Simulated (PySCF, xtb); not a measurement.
CH4I2Si, SMILES C[SiH](I)I.

Harmonic wavenumbers (cm⁻¹) from GFN2-xTB in xtb at its own minimum, in rising order: 75, 125, 137, 167, 340, 437, 622, 660, 776, 832, 834, 1376, 1467, 1470, 2366, 3023, 3034, 3037.

Question: What does PySCF with B3LYP-D3(BJ)/def2-SVP give at its own minimum? (An estimate is asked for; the answer gives what the named calculation found.)

Answer: 83, 154, 179, 185, 312, 380, 650, 717, 724, 821, 888, 1266, 1421, 1427, 2251, 3034, 3132, 3145. Paired by order, the mean absolute difference is 51 cm⁻¹ and the zero-point energies are 29.7 and 29.7 kcal/mol.
